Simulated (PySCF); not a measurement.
B(OH)2(OEt) (C2H7BO3), SMILES C(C)OB(O)O.

Geometry: PBE0-D3(BJ)/def2-SVP. One conformer was computed; it need not be the lowest.

Two levels are set side by side: PBE/def2-TZVP (PySCF) and HF/def2-TZVP (PySCF). Same geometry, gas phase. Differences are taken from unrounded values.

| quantity | HF |
|---|---|
| orbital gap (eV) | 14.95 |
| highest occupied level (eV) | -12.11 |
| lowest empty level (eV) | 2.84 |
| dipole moment (D) | 2.89 |
| mean polarisability (bohr³) | 44.9 |

Q: What does PBE give, and how far is it from HF? (Estimate from the structure and the level; the computed values follow.)

A: 
```
quantity                       PBE  PBE minus HF
---------------------------  -----  ------------
orbital gap (eV)              6.01         -8.94
highest occupied level (eV)  -6.65          5.46
lowest empty level (eV)      -0.64         -3.48
dipole moment (D)             2.64         -0.25
mean polarisability (bohr³)   51.6           6.7
```

PBE's occupied levels lie high since its potential decays too fast outside the molecule; exact exchange lowers them and widens the gap. PBE's more diffuse valence density responds more strongly to a field. Differences between two approximate levels are no errors against the true value.

Rough cost on one machine, each run with all the roots and properties that it gave: HF against PBE about 1/3.
